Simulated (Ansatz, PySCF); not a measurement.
Spin states of Cl3Nb (SMILES [Cl][Nb]([Cl])[Cl]), each relaxed with B3LYP-D3(BJ)/def2-TZVP.
State 1 (charge 0, multiplicity 3):
```xyz
4

Nb     0.0710    -0.0001    -0.0382
Cl     2.2241    -0.4189    -0.6617
Cl    -0.9485    -0.8405     1.8430
Cl    -1.4046     1.3266    -1.1992
```
State 2 (charge 0, multiplicity 1):
```xyz
4

Nb    -0.01442     0.01680    -0.01392
Cl     2.11702    -0.40052    -0.62715
Cl    -0.84607    -0.89978     1.87326
Cl    -1.31452     1.35057    -1.28824
```

Singlets are restricted, other states unrestricted; no spin–orbit coupling, no relativity up to Kr; see below for the cores. The largest T1 diagnostic is 0.025.

Correlated levels freeze the inner cores; with def2 sets outer-core shells near the valence are correlated too. CBS(a, b) extrapolates the correlation energy as X⁻³ and adds the Hartree–Fock energy of set b.

Run with Ansatz (a quantum-chemistry and plane-wave program); PySCF for the dispersion terms. Each number belongs to the level named beside it. In def2 rows elements past Kr take small-core potentials, without spin–orbit coupling.

```csv
level,energy of the multiplicity-1 state less that of the multiplicity-3 state (kJ/mol)
BLYP/def2-TZVPP,25.7
BLYP-D3(BJ)/def2-TZVPP,25.3
PBE0-D3(BJ)/def2-TZVPP,51.5
BHLYP-D3(BJ)/def2-TZVPP,47.5
CAM-B3LYP-D4/def2-TZVPP,38.1
wB97X-V/def2-TZVPP,29.3
wB97M-V/def2-TZVPP,…
B2PLYP/def2-TZVPP,…
"CCSD(T)/CBS(def2-SVP, def2-TZVPP)",29.2
```

Question: What belongs in the gaps?

Answer: 
- wB97M-V/def2-TZVPP, energy of the multiplicity-1 state less that of the multiplicity-3 state (kJ/mol): 28.2
- B2PLYP/def2-TZVPP, energy of the multiplicity-1 state less that of the multiplicity-3 state (kJ/mol): 31.0

Doubts at one or more of the structures used: a restricted determinant that unrestricted orbitals would lower (B2PLYP/def2-TZVPP, CCSD(T)/CBS(def2-SVP, def2-TZVPP)).
